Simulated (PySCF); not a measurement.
## [Hf(Br)4] (charge 0, multiplicity 1)

Computed with PySCF with TPSSh-D3(BJ)/def2-TZVP // BP86-D3(BJ)/def2-SVP.

| Item | Value |
|---|---|
| HOMO | -8.27 eV |
| dipole moment | 0.00 D |
| HOMO–LUMO gap | 5.42 eV |
| LUMO | -2.85 eV |
| charge on the central atom (Mulliken) | 1.20 e |
| total energy | -10344.6309 Ha |
| cost | roughly 16 core-minutes |

Bonds (Å): Hf1–Br2 2.483, Hf1–Br3 2.483, Hf1–Br4 2.483, Hf1–Br5 2.483. Bond angles (°): Br2–Hf1–Br3 109.5, Br2–Hf1–Br4 109.5, Br2–Hf1–Br5 109.5, Br3–Hf1–Br4 109.5, Br3–Hf1–Br5 109.5, Br4–Hf1–Br5 109.4.
